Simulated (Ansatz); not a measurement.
Rb3⁻. Total charge -1; triplet. Geometry B3LYP/def2-TZVP, that of the neutral doublet; atoms count from 1.

```
atom   x (Å)   y (Å)   z (Å)
 Rb1   0.444   0.775  -3.600
 Rb2  -0.460   1.003   3.540
 Rb3   0.017  -1.778   0.059
```

In the def2 sets Rb takes a core potential; there is no spin–orbit coupling. The highest occupied level of the charge -1 triplet lies above zero (up to 0.10 eV). By energy differences its removal costs 0.57 eV (vertical, to the charge 0 doublet, at PBE0/def2-TZVPD); a positive level beside a positive removal energy at the same level points to self-interaction error. At PBE0/def2-TZVPD a singlet of charge -1 lies 0.17 eV below the triplet at the same geometry. The structure comes from a short search, and lower isomers may exist.

Problem. Estimate the Mulliken populations from the PBE0/def2-TZVPD orbitals of Ansatz.

Solution. 
```tsv
atom	charge (e)	spin (α − β)
Rb1	-0.36	0.80
Rb2	-0.36	0.80
Rb3	-0.28	0.41
```
Mulliken values and Mayer orders depend strongly on the basis. With diffuse functions, as here, like atoms can get unlike values, and bond orders can come out too low or too high.

Problem. Where does the spin sit?

Solution. Summed by element: Rb 2.00, of 2 unpaired in all. Largest on single atoms: Rb1 0.80, Rb2 0.80, Rb3 0.41.

Problem. And the Mayer bond orders between bonded heavy atoms (over 0.3)?

Solution. Rb1–Rb3 0.56 (4.48 Å); Rb2–Rb3 0.56 (4.48 Å).
